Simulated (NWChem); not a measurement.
System: SnI, doublet; SMILES [I][Sn]

NWChem input:

```
start job
memory heap 200 mb stack 900 mb global 1100 mb
geometry units angstroms noautosym nocenter noautoz
  Sn     0.000000     0.000000    -1.386920
  I      0.000000     0.000000     1.307978
end
basis spherical
  Sn library def2-svpd
  I library def2-svpd
end
ecp
  Sn library def2-ecp
  I library def2-ecp
end
dft
  odft
  mult 2
  xc pbe0
  iterations 150
end
tddft
  cis
  nroots 8
end
task tddft energy
```

Parts of the log:

```
             Northwest Computational Chemistry Package (NWChem) 7.3.0
             --------------------------------------------------------

                             Geometry "geometry" -> ""
                             -------------------------

 Output coordinates in angstroms (scale by  1.889725989 to convert to a.u.)

  No.       Tag          Charge          X              Y              Z
 ---- ---------------- ---------- -------------- -------------- --------------
    1 Sn                  50.0000     0.00000000     0.00000000    -1.38692000
    2 I                   53.0000     0.00000000     0.00000000     1.30797800

 Effective nuclear repulsion energy (a.u.)     520.3609598023

                                 NWChem DFT Module
                                 -----------------

 Summary of "ao basis" -> "ao basis" (spherical)
 ------------------------------------------------------------------------------
       Tag                 Description            Shells   Functions and Types
 ---------------- ------------------------------  ------  ---------------------
 Sn                        def2-svpd                12       32   5s4p3d
 I                         def2-svpd                13       35   5s5p3d

            General Information
            -------------------
          SCF calculation type: DFT
          Wavefunction type:  spin polarized.
          No. of atoms     :     2
          No. of electrons :    47
           Alpha electrons :    24
            Beta electrons :    23
          Charge           :     0
          Spin multiplicity:     2
          Use of symmetry is: off; symmetry adaption is: off
          Maximum number of iterations: 150
          AO basis - number of functions:    67
                     number of shells:    25
          Convergence on energy requested:  1.00D-06
          Convergence on density requested:  1.00D-05
          Convergence on gradient requested:  5.00D-04

              XC Information
              --------------
                         PBE0 Method XC Functional
                     Hartree-Fock (Exact) Exchange  0.250
          PerdewBurkeErnzerhof Exchange Functional  0.750
            Perdew 1991 LDA Correlation Functional  1.000 local
           PerdewBurkeErnz. Correlation Functional  1.000 non-local

             Grid Information
             ----------------
          Grid used for XC integration:  medium
          Radial quadrature: Mura-Knowles
          Angular quadrature: Lebedev.
          Tag              B.-S. Rad. Rad. Pts. Rad. Cut. Ang. Pts.
          ---              ---------- --------- --------- ---------
          Sn                  1.45      123          13.0       590
          I                   1.40      123          13.0       590
          Grid pruning is: on
          Number of quadrature shells:   246
          Spatial weights used:  Erf1

      Superposition of Atomic Density Guess
      -------------------------------------

 Sum of atomic energies:        -596.21936285

      Non-variational initial energy
      ------------------------------

 Total energy =    -509.986117
 1-e energy   =   -1109.176818
 2-e energy   =     491.191256
 HOMO         =      -0.063150
 LUMO         =      -0.063150

[...]

                                NWChem TDDFT Module
                                -------------------

            General Information
            -------------------
           No. of orbitals :     134
            Alpha orbitals :      67
             Beta orbitals :      67
        Alpha frozen cores :       0
         Beta frozen cores :       0
     Alpha frozen virtuals :       0
      Beta frozen virtuals :       0
         Spin multiplicity :       2
    Number of AO functions :      67
        Use of symmetry is : off
      Symmetry adaption is : off
         Schwarz screening :  0.10D-07

              XC Information
              --------------
                  PBE0 Method XC Functional
              Hartree-Fock (Exact) Exchange   0.25
   PerdewBurkeErnzerhof Exchange Functional   0.75
     Perdew 1991 LDA Correlation Functional   1.00 local
    PerdewBurkeErnz. Correlation Functional   1.00 non-local

             TDDFT Information
             -----------------
          Calculation type : Tamm-Dancoff TDDFT
         Wavefunction type : Unrestricted
          No. of electrons :      47
           Alpha electrons :      24
            Beta electrons :      23
              No. of roots :       8
          Max subspacesize :    5600
            Max iterations :     100
               Target root :       1
           Target symmetry : none
      Symmetry restriction : off
                 Algorithm : Optimal
        Davidson threshold :  0.10D-03

    8 smallest eigenvalue differences (eV)
--------------------------------------------------------
  No. Spin  Occ  Vir  Irrep   E(Occ)    E(Vir)   E(Diff)
--------------------------------------------------------
    1    1   24   25 a        -0.182    -0.119     1.730
    2    1   24   26 a        -0.182    -0.042     3.809
    3    1   23   25 a        -0.288    -0.119     4.606
    4    1   22   25 a        -0.290    -0.119     4.652
    5    2   23   24 a        -0.280    -0.107     4.713
    6    1   21   25 a        -0.299    -0.119     4.910
    7    2   22   24 a        -0.288    -0.107     4.920
    8    2   21   24 a        -0.291    -0.107     5.002
--------------------------------------------------------

  Entering Davidson iterations
  Unrestricted

  Iter   NTrls   NConv    DeltaV     DeltaE      Time
  ----  ------  ------  ---------  ---------  ---------
    1      8       0     0.99E-01   0.10+100       12.7
    2     16       0     0.18E-01   0.25E-01       13.5
    3     24       1     0.14E-01   0.13E-02       13.4
    4     31       3     0.40E-02   0.39E-03       12.5
    5     36       5     0.16E-02   0.28E-04       11.3
    6     39       7     0.36E-03   0.21E-05        9.0
    7     40       8     0.96E-04   0.89E-07        6.7
  ----  ------  ------  ---------  ---------  ---------
  Convergence criterion met

  Ground state a        -512.051681924610 a.u.
  <S2> =   0.7542

  ----------------------------------------------------------------------------
  Root   1         a              0.002559804 a.u.                0.0697 eV
  <S2> =   0.7707
  ----------------------------------------------------------------------------
     Transition Moments    X  0.00000   Y  0.00000   Z  0.00000
     Dipole Oscillator Strength                    0.0000000000
     Electric Quadrupole                           0.0000000000
     Magnetic Dipole                               0.0000000228
     Total Oscillator Strength                     0.0000000228

     Occ.   22 alpha a   ---  Virt.   25 alpha a       -0.05223
     Occ.   24 alpha a   ---  Virt.   25 alpha a       -0.99722
  ----------------------------------------------------------------------------
  Root   2         a              0.085156819 a.u.                2.3172 eV
  <S2> =   0.7703
  ----------------------------------------------------------------------------
     Transition Moments    X  0.01524   Y -0.15565   Z -0.00000
     Dipole Oscillator Strength                    0.0013886189
     Electric Quadrupole                           0.0000000048
     Magnetic Dipole                               0.0000002120
     Total Oscillator Strength                     0.0013888358

     Occ.   24 alpha a   ---  Virt.   26 alpha a        0.99521
  ----------------------------------------------------------------------------
  Root   3         a              0.112466759 a.u.                3.0604 eV
  <S2> =   2.7396
  ----------------------------------------------------------------------------
     Transition Moments    X  0.01920   Y  0.00188   Z  0.00000
     Dipole Oscillator Strength                    0.0000279168
     Electric Quadrupole                           0.0000000002
     Magnetic Dipole                               0.0000000100
     Total Oscillator Strength                     0.0000279271

     Occ.   20 alpha a   ---  Virt.   25 alpha a       -0.07429
     Occ.   21 alpha a   ---  Virt.   25 alpha a       -0.71987
     Occ.   24 alpha a   ---  Virt.   31 alpha a       -0.05364
     Occ.   20 beta  a   ---  Virt.   24 beta  a        0.08077
     Occ.   21 beta  a   ---  Virt.   24 beta  a        0.67891
  ----------------------------------------------------------------------------
  Root   4         a              0.116566387 a.u.                3.1719 eV
  <S2> =   2.6599
  ----------------------------------------------------------------------------
     Transition Moments    X  0.00000   Y  0.00000   Z  0.13944
     Dipole Oscillator Strength                    0.0015110671
     Electric Quadrupole                           0.0000000002
     Magnetic Dipole                               0.0000000000
     Total Oscillator Strength                     0.0015110672

[...]
```

Level: PBE0/def2-SVPD with def2 effective core potentials on Sn, I, spin-unrestricted, TDA. The state is orbitally degenerate and is run as one real component. Structure relaxed at the PBE0/def2-SVP, spin-unrestricted level. The spin multiplicity was typed, not searched, and may not be the lowest. No stability test was run on the SCF state. def2 effective core potentials on Sn, I; no spin-orbit coupling.
